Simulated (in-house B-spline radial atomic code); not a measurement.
A run on Ce⁻ that did not converge. Method: scalar-relativistic (X2C) wB97X, spin-polarised, spherical fractional occupations, Fermi nucleus of rms radius 4.8771 fm; computed with an all-electron radial atomic-structure program (B-spline basis).

Command:
```bash
python run_scf.py task.json out
```
Settings (nuclear radius in fm, mass in u):
```
Z                58
configuration    [Xe] 4f2 5d1 6s2
hamiltonian      x2c
method           wb97x
spin_polarised   True
nucleus          fermi
rms_radius       4.8771
atomic_mass      139.90545
speed_of_light   137.035999084
```

First and last ten iterations of the last attempt (damped for 15 steps, keeping 80 % of the old Fock matrix, then DIIS):
```
 iter        energy (Eh)    residual
    1       -8852.439229    4.85e-01
    2       -8852.384545    4.22e-01
    3       -8856.199121    2.66e-01
    4       -8858.065952    1.63e-01
    5       -8858.954803    9.58e-02
    6       -8859.370709    5.93e-02
    7       -8858.737327    7.50e-02
    8       -8859.338006    6.23e-02
    9       -8859.544315    3.87e-02
   10       -8858.676072    8.06e-02
  111       -8859.566926    3.48e-02
  112       -8859.600934    3.11e-02
  113       -8858.698807    7.49e-02
  114       -8858.688868    7.58e-02
  115       -8858.691162    7.57e-02
  116       -8858.712616    7.42e-02
  117       -8858.715908    7.40e-02
  118       -8858.902431    7.10e-02
  119       -8858.737729    7.36e-02
  120       -8858.744136    7.28e-02
 not converged after 120 iterations
```

The smallest residual met was 3.0e-02; the threshold is about 6e-07. No energy from this run should be used.Radii and densities under X2C are those of the two-component orbitals, without the picture-change correction, which makes inner s shells of heavy atoms about 5 % too small.
